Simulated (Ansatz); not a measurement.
Basis-set extrapolation for `N[Si]1(F)SS1` (PBE0-D4/def2-TZVP geometry, frozen core, the Gaussian-basis code of Ansatz). Multiplicity 1, RHF reference.

|  | def2-TZVPP | def2-QZVPP |
| --- | --- | --- |
| HF | -1239.295335 | -1239.334318 |
| MP2 correlation | -0.910045 | -0.991780 |
| CCSD(T) correlation | -0.985008 | not run |

Energies in hartree. Use E(X) = E(∞) + A·exp(−7.88·√X) for Hartree–Fock and E(X) = E(∞) + B·X^(−2.97) for correlation, with X = 3 and 4, and add CCSD(T) minus MP2 of the smaller set to the MP2 limit.

Task: What is the CCSD(T) energy at the basis-set limit?

Result: HF limit: -1239.334318 + (-0.038983) × 0.13774 = -1239.33969. MP2 limit: -0.991780 + (-0.081735) × 0.74074 = -1.05232. Higher-order term: -0.985008 − (-0.910045) = -0.07496. Total: -1240.46697 hartree, 117.1 kcal/mol below CCSD(T)/def2-TZVPP.
